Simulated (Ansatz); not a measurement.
`CB(C)S` + H₂O → `CB(O)S` + CH₄ at 298.15 K and 1 bar (formal hydrolysis of a B–C bond).

Calculated with Ansatz (gas phase, PBE0-D4/def2-TZVP geometries, no zero-point term in ΔE). CCSD(T)/CBS adds triple-zeta CCSD(T) − MP2 to the extrapolated MP2 energy (def2 sets, frozen cores). This one scheme is used for every species. One conformer a species, not always the lowest.

```tsv
species	CCSD(T)/CBS energy (Eh)	H − E (kJ/mol)	S (J/(mol·K))
`CB(C)S`	-502.93918	248.5	328.9
H₂O	-76.37941	66.4	188.7
`CB(O)S`	-538.90144	190.1	317.3
CH₄	-40.46206	127.4	186.2
```

H − E and S are ideal-gas, rigid-rotor, harmonic terms from PBE0-D4/def2-TZVP, for one conformer and one mirror image of each species. 1 Eh = 2625.50 kJ/mol, R = 8.31446 J/(mol·K).

Q: By hand: ΔE, ΔH, ΔS and ΔG.

A: ΔE = (-538.90144) + (-40.46206) − (-502.93918) − (-76.37941) = -0.04491 Eh = -117.9 kJ/mol. Δ(H − E) = 190.1 + 127.4 − 248.5 − 66.4 = 2.6, so ΔH = -115.3 kJ/mol. ΔS = 317.3 + 186.2 − 328.9 − 188.7 = -14.1 J/(mol·K). ΔG = -115.3 − 298.15 × (-14.1)/1000 = -111.1 kJ/mol.

Q: By hand: the equilibrium constant, and the temperature at which ΔG would vanish if ΔH and ΔS stayed fixed.

A: log₁₀ K = −ΔG/(RT ln 10) = 19.5. ΔG = 0 at ΔH/ΔS = 8177 K, far beyond where these terms or the molecules hold.

The number of gas molecules stays the same, so ΔS is small and ΔH decides. A doubt of 5 kJ/mol in ΔE shifts log₁₀ K by 0.9 here. Other conformers and mirror images would add mixing entropy, several J/(mol·K) or more a flexible species. Modes under 60 cm⁻¹, often nearly free rotors, make the harmonic entropy too high. These are equilibria of isolated gas molecules and say nothing of rates. Largest T1 diagnostic: 0.012 (customary marks: 0.02 for closed shells, 0.045 for open ones).
